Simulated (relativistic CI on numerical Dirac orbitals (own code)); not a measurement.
# Energy levels of Os XLI

Method of calculation: Dirac-Coulomb-Breit CI, separate exchange-only KLI orbitals for each configuration, model QED, unscaled Slater integrals (own radial code, finite nucleus).

Configurations in the expansion (outside the closed core [Ar] 3d10): 4s²4p⁶, 4s²4p⁵4d, 4s4p⁶4d, 4s²4p⁵4f, 4s4p⁶4f, 4p⁶4d4f, 4s²4p⁵5s, 4p⁶4d², 4p⁵4d³, 4p⁵4d²4f, 4p⁵4d²5s, 4p⁶4f², 4p⁵4d4f², 4p⁵4f³, 4p⁵4f²5s. Double excitations out of closed p, d and f shells are left out; levels of such configurations are missing from the list, as are those of other unlisted configurations, and high levels can miss mixing partners.

| No. | Configuration | Term | J | E (10³ cm⁻¹) | % | Next component (%) | Landé g |
| --- | --- | --- | --- | --- | --- | --- | --- |
| 1 | 4s²4p⁶ | ¹S | 0 | 0.0 | 100 |  |  |
| 2 | 4s²4p⁵4d | ³P° | 0 | 1254.8 | 100 |  |  |
| 3 | 4s²4p⁵4d | ³P° | 1 | 1294.7 | 73 | 26 ³D° | 1.231 |
| 4 | 4s²4p⁵4d | ³F° | 3 | 1319.0 | 58 | 35 ¹F° | 1.069 |
| 5 | 4s²4p⁵4d | ³D° | 2 | 1331.4 | 53 | 19 ³F° | 1.081 |
| 6 | 4s²4p⁵4d | ³F° | 4 | 1467.8 | 100 |  | 1.246 |
| 7 | 4s²4p⁵4d | ¹D° | 2 | 1489.6 | 47 | 43 ³P° | 1.198 |
| 8 | 4s²4p⁵4d | ³D° | 3 | 1536.4 | 69 | 30 ¹F° | 1.226 |
| 9 | 4s²4p⁵4d | ¹P° | 1 | 1674.0 | 42 | 40 ³D° | 0.887 |
| 10 | 4s²4p⁵4d | ³F° | 2 | 2158.7 | 72 | 23 ¹D° | 0.769 |
| 11 | 4s²4p⁵4d | ³P° | 2 | 2345.7 | 43 | 39 ³D° | 1.266 |
| 12 | 4s²4p⁵4d | ¹P° | 1 | 2347.7 | 58 | 34 ³D° | 0.868 |
| 13 | 4s²4p⁵4d | ³F° | 3 | 2366.7 | 41 | 36 ¹F° | 1.107 |
| 14 | 4s²4p⁵4f | ³D | 1 | 2959.2 | 63 | 37 4s4p⁶4d ³D | 0.495 |
| 15 | 4s²4p⁵4f | ³D | 2 | 3012.1 | 53 | 32 4s4p⁶4d ³D | 1.101 |
| 16 | 4s²4p⁵4f | ³G | 4 | 3096.5 | 57 | 38 ¹G | 1.035 |
| 17 | 4s²4p⁵4f | ³F | 3 | 3100.0 | 40 | 40 ³D | 1.201 |
| 18 | 4s²4p⁵4f | ³G | 5 | 3122.4 | 100 |  | 1.196 |
| 19 | 4s²4p⁵4f | ¹F | 3 | 3134.4 | 54 | 25 ³G | 0.972 |
| 20 | 4s²4p⁵4f | ³F | 4 | 3180.8 | 68 | 27 ¹G | 1.169 |
| 21 | 4s²4p⁵4f | ³F | 2 | 3190.1 | 44 | 36 ¹D | 0.874 |
| 22 | 4s4p⁶4d | ³D | 1 | 3218.4 | 63 | 37 4s²4p⁵4f ³D | 0.495 |
| 23 | 4s4p⁶4d | ³D | 2 | 3225.4 | 26 | 26 ¹D | 1.077 |
| 24 | 4s4p⁶4d | ³D | 3 | 3333.1 | 81 | 7 4s²4p⁵4f ³F | 1.287 |
| 25 | 4s4p⁶4d | ¹D | 2 | 3385.0 | 68 | 26 ³D | 1.044 |
| 26 | 4s²4p⁵4f | ³G | 3 | 3949.9 | 71 | 20 ¹F | 0.826 |
| 27 | 4s²4p⁵4f | ³F | 2 | 4006.9 | 44 | 37 ¹D | 0.882 |
| 28 | 4s²4p⁵4f | ³D | 3 | 4008.6 | 50 | 31 ³F | 1.192 |
| 29 | 4s²4p⁵4f | ³G | 4 | 4010.7 | 39 | 34 ¹G | 1.083 |
| 30 | 4s4p⁶4f | ³F° | 2 | 4914.6 | 100 |  | 0.662 |

Energies count from the lowest computed level; ° marks odd parity.

The mean weight of the leading LS term, summed over parents, in these 30 levels is 63 %, and that of the leading jj configuration (from the same eigenvectors) 88 %, so jj coupling describes them better and the LS labels are nominal.

At this charge energies of transitions that change n are usually good to better than 1 %, and those within a shell (Δn = 0) to a few per cent.

LS names give the leading component of a level, which can be under half, so a name can repeat, a term be missing and a line seem to break the LS rules.
